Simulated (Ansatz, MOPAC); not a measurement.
Molecule: CH5BNO2, net charge 0, doublet state. SMILES: B(NC)([O])O

Atoms: C1, N2, B3, O4, O5, H6, H7, H8, H9, H10. Bonds: C1-N2, C1-H6, C1-H7, C1-H8, N2-B3, N2-H9, B3-O4, B3-O5, O5-H10.

Bond lengths (Å) and angles (degrees) optimised at PM6 with MOPAC; HF/STO-3G with Ansatz (a program for electronic structure); HF/6-31G* with Ansatz; PBE/6-31G* with Ansatz; B3LYP/LANL2DZ with Ansatz; MP2/6-31G* with Ansatz, each started from the B3LYP-D3(BJ)/def2-TZVP structure (Ansatz) of the last column. A row stands for all coordinates that are equal there; 13 of 22 kinds are shown. 6-31G* holds six Cartesian d functions. No wavenumbers were computed at PM6, HF/STO-3G, PBE/6-31G*, B3LYP/LANL2DZ, MP2/6-31G*, so these may be saddle points.

| coordinate | PM6 | HF/STO-3G | HF/6-31G* | PBE/6-31G* | B3LYP/LANL2DZ | MP2/6-31G* | B3LYP-D3(BJ)/def2-TZVP |
|---|---|---|---|---|---|---|---|
| C1-N2 | 1.431 | 1.465 | 1.447 | 1.449 | 1.466 | 1.454 | 1.447 |
| C1-H6 | 1.120 | 1.093 | 1.086 | 1.109 | 1.100 | 1.095 | 1.095 |
| C1-H7 | 1.121 | 1.088 | 1.080 | 1.100 | 1.092 | 1.090 | 1.087 |
| C1-H8 | 1.101 | 1.093 | 1.086 | 1.107 | 1.100 | 1.095 | 1.094 |
| N2-B3 | 1.565 | 1.404 | 1.400 | 1.488 | 1.431 | 1.407 | 1.452 |
| N2-H9 | 1.012 | 1.017 | 0.996 | 1.023 | 1.016 | 1.011 | 1.010 |
| B3-O4 | 1.246 | 1.403 | 1.387 | 1.326 | 1.380 | 1.397 | 1.331 |
| B3-O5 | 1.407 | 1.370 | 1.362 | 1.388 | 1.391 | 1.383 | 1.376 |
| C1-N2-B3 | 123.0 | 124.9 | 125.8 | 123.1 | 124.9 | 124.5 | 124.5 |
| N2-B3-O4 | 117.1 | 119.6 | 119.6 | 112.3 | 116.1 | 120.3 | 112.8 |
| N2-B3-O5 | 107.0 | 120.2 | 122.1 | 116.4 | 119.2 | 121.1 | 118.5 |
| O4-B3-O5 | 135.9 | 120.2 | 118.3 | 131.1 | 124.7 | 118.6 | 128.6 |
| N2-C1-H6 | 109.9 | 111.5 | 111.5 | 112.7 | 112.0 | 111.5 | 112.2 |

Mean signed difference of all 9 bond lengths from B3LYP-D3(BJ)/def2-TZVP: PM6 0.012 Å, HF/STO-3G 0.007 Å, HF/6-31G* -0.007 Å, PBE/6-31G* 0.012 Å, B3LYP/LANL2DZ 0.010 Å, MP2/6-31G* 0.005 Å.
